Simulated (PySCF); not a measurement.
H2, SMILES [H][H]. Coordinates come from a B3LYP-D3(BJ)/def2-TZVPD optimisation.

TDA-CAM-B3LYP/def2-TZVPD in PySCF 2.14.0 puts the lowest singlet excitations at 12.41, 13.60, 13.60, 15.39, 16.93, 16.93 eV.

### Question
What are the lowest excitation roots from ADC(2)/aug-cc-pVDZ in PySCF? (Estimate from the structure and the level; the computed values follow.)

### Answer
12.66, 13.10, 15.79, 15.79, 16.21, 20.18 eV. S1 differs by 0.25 eV (second minus first; roots are paired by order, and the bases may differ).
